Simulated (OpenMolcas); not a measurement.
## Cr2+: moving the ligands

Cr2+ with 2 ligands (bromide) in linear coordination (D∞h) at 2.45 Å. Ligand basis ANO-RCC-VDZP.
```
Cr    0.0000    0.0000    0.0000
Br    0.0000    0.0000    2.4500
Br    0.0000    0.0000   -2.4500
```

```json
{"Program": "OpenMolcas", "Method": "CASSCF", "Basis": "ANO-RCC-VTZP [6s5p3d2f1g]", "Scalar Hamiltonian": "DKH2, point nucleus", "Active space": "4 electrons in 5 orbitals (3d)", "State averaging": "2S+1 = 5 even, 5 roots; 2S+1 = 3 even, 45 roots; 2S+1 = 1 even, 50 roots", "Spin-orbit coupling": "state interaction with AMFI integrals over the reference wave functions"}
```

Runs around this geometry, states (labels by Λ). Energies in cm-1 above the lowest state or level, χT in cm3 K/mol.

```tsv
R (Å)	Ground state	First state of that spin	First gap with spin-orbit (degeneracies)	χT at 300 K	First state of another spin
2.35	5Σ	5Π 1435	7.2 (1, 2)	2.789	3Γ 20063
2.45	5Σ	5Π 1746	6.4 (1, 2)	2.818	3Γ 20196
2.55	5Σ	5Π 1874	6.2 (1, 2)	2.823	3Γ 20290
```

Without dynamic correlation the repulsion within the d shell is too large (B by tens of per cent), so at a given field states of lower spin stand too high. Ligand-to-metal charge-transfer states are missing. With no ligand orbital active B as a rule stays too high, so bands that hang on it stand too high and its fall with covalency is understated. No measured value stands beside these numbers; the geometry was imposed, not optimised, and the real ion may take another.
